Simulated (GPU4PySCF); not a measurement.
C7H18O3Si, SMILES C[Si](OCC)(OCC)OCC.

Coordinates come from a r2SCAN-D4/def2-TZVP optimisation. The isomer is the one that the SMILES or the coordinates give; other isomers of the formula were not compared. One conformer was computed; it need not be the lowest.

Two levels are set side by side: PBE/def2-TZVPD (GPU4PySCF) and ωB97M-V/def2-TZVPD (GPU4PySCF). Same geometry, gas phase. Differences are taken from unrounded values.

| quantity | ωB97M-V |
|---|---|
| orbital gap (eV) | 11.28 |
| highest occupied level (eV) | -10.33 |
| lowest empty level (eV) | 0.96 |
| dipole moment (D) | 1.17 |
| mean polarisability (bohr³) | 123.1 |

Question: What does PBE give, and how far is it from ωB97M-V? (An estimate is asked for; the answer gives what the named calculation found.)

Answer: 
```
quantity                       PBE  PBE minus ωB97M-V
---------------------------  -----  -----------------
orbital gap (eV)              5.98              -5.30
highest occupied level (eV)  -6.41               3.92
lowest empty level (eV)      -0.42              -1.38
dipole moment (D)             1.08              -0.09
mean polarisability (bohr³)  129.2                6.1
```

PBE's occupied levels lie high since its potential decays too fast outside the molecule; exact exchange lowers them and widens the gap. Loosely held outer electrons make PBE densities more polarisable. Differences between two approximate levels are no errors against the true value.
